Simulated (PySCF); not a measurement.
Ce+: excitation energy

Ce+ [Xe] 4f1 5d2 (high-spin determinant) → Ce+ [Xe] 5d3 (4F), as a difference of total energies. Calculation: PySCF 2.14, in cc-pVDZ-X2C (8s7p5d3f1g, 84 functions); scalar relativity by spin-free X2C-1e. Correlated levels: valence: [Kr] 4d10 frozen; valence and next inner shell: [Ar] 3d10 frozen. The calculations carry no spin-orbit coupling.

| method | excitation energy (eV) |
| --- | --- |
| UHF | 2.609 |
| LDA | 4.438 |
| PBE0 | 3.960 |
| r2SCAN | 4.319 |
| MP2 (valence) | 2.532 |
| SCS-MP2 (valence) | 2.576 |
| MP2 (valence and next inner shell) | 2.069 |
| SCS-MP2 (valence and next inner shell) | 2.189 |

**Question.** How much does correlation contribute at MP2 (valence and next inner shell)?

**Answer.** 2.069 − (2.609) = -0.540 eV, measured against UHF.

A first-order spin-orbit estimate (lowest level to lowest level, LS coupling) adds 0.117 eV.

The determinant of the lower state mixes LS terms, which raises its energy above the lowest term, most at the Hartree-Fock and MP2 levels.
